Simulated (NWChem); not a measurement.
System meant: CH$_{4}$MgS$_{2}$; SMILES C[S][Mg][SH]

Input file for NWChem:

```
start job
memory heap 200 mb stack 900 mb global 1100 mb
geometry units angstroms noautoz
  Mg     0.457772    -0.796809    -0.422240
  S      0.622813    -3.103474    -0.627583
  H      0.848787    -3.249890     0.710830
  S      0.283355     1.505387    -0.227139
  C     -1.530555     1.755484     0.035051
  H     -2.129503     1.422051    -0.834260
  H     -1.684513     2.844516     0.158861
  H     -1.896890     1.252602     0.950737
end
basis spherical
  * library def2-svp
end
dft
  odft
  mult 2
  xc pbe0
  iterations 150
  mulliken
end
task dft energy
```

End of the output:

```
 Summary of "ao basis" -> "" (spherical)
 ------------------------------------------------------------------------------
       Tag                 Description            Shells   Functions and Types
 ---------------- ------------------------------  ------  ---------------------
 *                          def2-svp                  on all atoms

                                 NWChem DFT Module
                                 -----------------

 Summary of "ao basis" -> "ao basis" (spherical)
 ------------------------------------------------------------------------------
       Tag                 Description            Shells   Functions and Types
 ---------------- ------------------------------  ------  ---------------------
 Mg                         def2-svp                 8       18   4s3p1d
 S                          def2-svp                 8       18   4s3p1d
 H                          def2-svp                 3        5   2s1p
 C                          def2-svp                 6       14   3s2p1d

 Summary of "ao basis" -> "ao basis" (spherical)
 ------------------------------------------------------------------------------
       Tag                 Description            Shells   Functions and Types
 ---------------- ------------------------------  ------  ---------------------
 Mg                         def2-svp                 8       18   4s3p1d
 S                          def2-svp                 8       18   4s3p1d
 H                          def2-svp                 3        5   2s1p
 C                          def2-svp                 6       14   3s2p1d

  number of electrons :                   54
  multiplicity        :                    2
 ------------------------------------------------------------------------
  no. of electrons and multiplicity not compatible                  54
 ------------------------------------------------------------------------
 ------------------------------------------------------------------------
  current input line :
    23: task dft energy
 ------------------------------------------------------------------------
 ------------------------------------------------------------------------
 There is an error in the input file
 ------------------------------------------------------------------------
 For more information see the NWChem manual at https://nwchemgit.github.io

0: no. of electrons and multiplicity not compatible:Received an Error in Communication
```

Task: What is wrong, and how is it mended?

Result: The input was rejected before any calculation. Cause: the multiplicity doesn't fit the number of electrons (an even count wants an odd multiplicity, and the reverse). This input runs:
```
start job
memory heap 200 mb stack 900 mb global 1100 mb
geometry units angstroms noautoz
  Mg     0.457772    -0.796809    -0.422240
  S      0.622813    -3.103474    -0.627583
  H      0.848787    -3.249890     0.710830
  S      0.283355     1.505387    -0.227139
  C     -1.530555     1.755484     0.035051
  H     -2.129503     1.422051    -0.834260
  H     -1.684513     2.844516     0.158861
  H     -1.896890     1.252602     0.950737
end
basis spherical
  Mg library def2-svp
  S library def2-svp
  H library def2-svp
  C library def2-svp
end
dft
  xc pbe0
  iterations 150
  mulliken
end
task dft energy
```
It converges to -1036.27115 Ha (PBE0/def2-SVP).
